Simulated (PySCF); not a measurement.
Computed shifts of a molecule C₃H₈AlCl, PBE0/pcSseg-1 run with PySCF, GIAO, gas phase, equivalent atoms averaged, in ppm (number of nuclei): ¹³C: 12.2 (1), 9.4 (1), -5.8 (1). ¹H: 1.44 (3), 0.59 (2), 0.09 (3). References: ³⁵Cl against HCl (σ = 945.9 ppm); ¹³C against TMS (σ = 186.3 ppm); ¹H against TMS (σ = 31.56 ppm), references at their B3LYP-D3(BJ)/def2-TZVP geometries, non-relativistic (without spin–orbit terms, shifts of atoms bonded to Cl or Br come out too high). Coordinates come from a B3LYP-D3(BJ)/def2-SVP optimisation. The values are those of a single conformer.

**Question.** Which structure fits?
(A) C[CH](C)[AlH][Cl]
(B) CC[CH2][AlH][Cl]
(C) C[CH2][Al]([CH3])[Cl]

**Answer.** C, C[CH2][Al]([CH3])[Cl]
